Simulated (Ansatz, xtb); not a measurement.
## A geometry optimisation of AsGeH6In with r2SCAN-D4/def2-SVP

The starting geometry of this gas-phase singlet was built from a drawn formula by distance geometry; its bonds are those of `[GeH2]=[AsH+][InH3-]`.

```yaml
atoms:
  - { symbol: As, position_ang: [0.6064, -0.7796, -0.0605] }
  - { symbol: Ge, position_ang: [-0.2828, -2.6369, 0.7962] }
  - { symbol: In, position_ang: [0.1363, -0.6762, -2.5619] }
  - { symbol: H, position_ang: [-1.0415, -3.6937, -0.0073] }
  - { symbol: H, position_ang: [-0.5594, -2.5481, 2.1570] }
  - { symbol: H, position_ang: [0.3917, 0.5198, 0.7416] }
  - { symbol: H, position_ang: [-1.5994, -1.0555, -2.8206] }
  - { symbol: H, position_ang: [1.0786, -2.1175, -3.1365] }
  - { symbol: H, position_ang: [0.6222, 0.6761, -3.6960] }
```

Predict what it relaxes into with r2SCAN-D4/def2-SVP.

It rearranges, giving a structure given below by its coordinates. Distances that change by over a tenth: Ge2–H5 (1.39 → 1.53 Å). Contacts that open: In3–H7 (1.80 → 2.78 Å). Contacts that close: Ge2–H7 (4.16 → 1.56 Å).

The energy falls by 3.13 eV over 26 steps:

```
step  E − E(last) (eV)
   1             3.129
   4             1.690
   7             1.636
   9             1.592
  12             1.461
  15             1.290
  18             0.737
  20             0.136
  23             0.006
  26             0.000
```

Final geometry (Å):

```xyz
9

As    1.3845   -0.9716    0.0476
Ge   -0.7249   -2.1856    0.0138
In    0.7092   -0.7251   -2.4736
H    -0.4597   -3.6937    0.1111
H    -1.6679   -1.7192    1.1306
H     0.6578    0.3291    0.3857
H    -1.4951   -1.9734   -1.3287
H     1.0072   -2.1017   -3.4757
H    -0.0590    0.7295   -2.9987
```

From the same start GFN2-xTB ends elsewhere, differing in Ge2–In3 (2.97 against 3.22 Å here), Ge2–H7 (2.86 against 1.56 Å here), In3–H7 (1.72 against 2.78 Å here).

No frequencies were run, so the end isn't proven a minimum. Atoms past krypton carry core potentials, without spin–orbit terms. Run with Ansatz 0.2.0, 47 s on 2 threads of Intel(R) Xeon(R) 6975P-C (Granite Rapids) (shared host).
